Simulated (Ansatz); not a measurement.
Consider the ligand exchange at the Si–F bond: `F[SiH2]O[SiH2]Cl` + HCl → `Cl[SiH2]O[SiH2]Cl` + H–F.

Program: Ansatz. Geometries: PBE0-D4/def2-TZVP. ΔE: electronic, gas phase. CCSD(T)/CBS adds triple-zeta CCSD(T) − MP2 to the extrapolated MP2 energy (def2 sets, frozen cores). This one scheme is used for every species. DFT in def2-TZVPP. Each species was taken in one conformer, which may not be the lowest.

CCSD(T)/CBS gives +43.0 kJ/mol.

Problem. Another level gave +55.5 kJ/mol. Which?
A. BHLYP/def2-TZVPP
B. PBE-D4/def2-TZVPP
C. ωB97X-V/def2-TZVPP
D. PBE0/def2-TZVPP

Solution. A. BHLYP 55.5, PBE0 40.8, PBE-D4 36.7, ωB97X-V 46.0 kJ/mol.

Problem. What do rigid-rotor, harmonic-oscillator terms from PBE0-D4/def2-TZVP frequencies (298.15 K, 1 bar) make of the CCSD(T)/CBS value? (Best estimate.)

Solution. Ansatz gave: ΔZPE = +3.6 kJ/mol, ΔH = +47.3 kJ/mol, ΔS = -8 J/(mol·K), ΔG = +49.8 kJ/mol. Modes under 50 cm⁻¹ make the entropy rough.

Largest T1 diagnostic among the species: 0.011.

At CCSD(T), def2-SVP lies +4.2 kJ/mol from the extrapolated value and def2-TZVPP +4.3 kJ/mol. In def2-TZVPP, CCSD(T) changes the Hartree–Fock value by −12.1 kJ/mol (the triples alone add −2.6 kJ/mol) and MP2 by −17.4 kJ/mol. Leaving LDA and LC-ωPBE aside and taking each functional with its dispersion term where it has one, the values, not all of them listed here, spread over 19.4 kJ/mol, from revPBE-D4 to CAM-B3LYP-D4.
